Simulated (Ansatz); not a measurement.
Stepwise reaction of `[NH]=[Ta]([NH2])([NH2])[NH2]` with water, as a gas-phase model of exchange steps in deposition or etching. ΔE in kJ/mol; ΔG adds harmonic PBE0-D4 terms to CCSD(T)/CBS, at 1 bar.

Gas-phase electronic energies from Ansatz, PBE0-D4/def2-TZVP geometries. CBS: MP2 limit from def2 TZ/QZ plus the TZ coupled-cluster correction, frozen cores. This one scheme is used for every species. DFT in def2-TZVPP. B3LYP here is the variant with VWN-RPA as its local correlation; programs differ in this. def2 core potentials past Kr. For Ta outer-core shells are correlated without core-valence functions, which leaves a few kJ/mol of doubt a bond. Each species was taken in one conformer, which may not be the lowest.

```csv
step,reaction,PBE-D4,B3LYP-D4,ωB97M-V,CCSD(T)/CBS,ΔG(600 K)
1,`[NH]=[Ta]([NH2])([NH2])[NH2]` + H₂O → `[NH]=[Ta]([NH2])([NH2])[OH]` + NH₃,-60.4,-62.9,-62.7,-56.9,-57.2
2,`[NH]=[Ta]([NH2])([NH2])[OH]` + H₂O → `[NH]=[Ta]([NH2])([OH])[OH]` + NH₃,-55.7,-57.4,-57.4,-51.2,-45.6
3,`[NH]=[Ta]([NH2])([OH])[OH]` + H₂O → `[NH]=[Ta]([OH])([OH])[OH]` + NH₃,-21.5,-23.1,-22.9,-16.0,-20.9
```

Problem. By hand: ΔE of the 3 steps together at CCSD(T)/CBS.

Solution. (-56.9) + (-51.2) + (-16.0) = -124.1 kJ/mol, or -41.4 kJ/mol a step.

In ΔE each step is higher than the one before. All are downhill at CCSD(T)/CBS. ΔG lies between -57.2 and -20.9 kJ/mol a step. PBE-D4 differs from CCSD(T)/CBS by -5.5 to -3.5 kJ/mol a step. Isolated molecules leave out the surface, adducts and barriers. Largest T1 diagnostic: 0.019.
